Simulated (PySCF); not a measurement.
Al(OMe)3, SMILES C[O][Al]([O]C)[O]C, GFN2-xTB optimised geometry.

```
16

Al    -0.28     0.23     0.00
O      1.38     0.23     0.00
C      2.60     0.92     0.00
H      2.45     2.00     0.00
H      3.17     0.64     0.89
H      3.17     0.64    -0.89
O     -1.10    -1.20     0.00
C     -1.12    -2.60     0.00
H     -1.65    -2.96     0.89
H     -1.64    -2.96    -0.89
H     -0.11    -3.02     0.01
O     -1.10     1.67     0.00
C     -2.31     2.38     0.00
H     -3.17     1.71     0.00
H     -2.35     3.01     0.89
H     -2.35     3.02    -0.89
```

Density from CAM-B3LYP/def2-TZVP run with PySCF 2.14.0 at that geometry.

Minimum of the electron density along straight lines between bonded atoms, close to the bond critical point (lines longer than 1.1 times the sum of covalent radii, or with two minima, are not listed):

```
bond     length / Å  ρ at the minimum / e bohr⁻³  ∇²ρ there / e bohr⁻⁵  position (fraction from the first atom)
-------  ----------  ---------------------------  --------------------  ---------------------------------------
Al1–O2        1.658                        0.115                  0.90                                     0.43
O2–C3         1.399                        0.261                 -0.51                                     0.65
C3–H4         1.091                        0.286                 -1.02                                     0.65
C3–H5         1.094                        0.285                 -1.01                                     0.65
C3–H6         1.094                        0.285                 -1.01                                     0.65
Al1–O7        1.658                        0.115                  0.91                                     0.43
O7–C8         1.399                        0.261                 -0.51                                     0.65
C8–H9         1.094                        0.285                 -1.01                                     0.65
C8–H10        1.094                        0.285                 -1.01                                     0.65
C8–H11        1.091                        0.286                 -1.02                                     0.65
Al1–O12       1.658                        0.115                  0.91                                     0.43
O12–C13       1.399                        0.261                 -0.51                                     0.65
C13–H14       1.091                        0.286                 -1.02                                     0.65
C13–H15       1.094                        0.285                 -1.01                                     0.65
C13–H16       1.094                        0.285                 -1.01                                     0.65
```
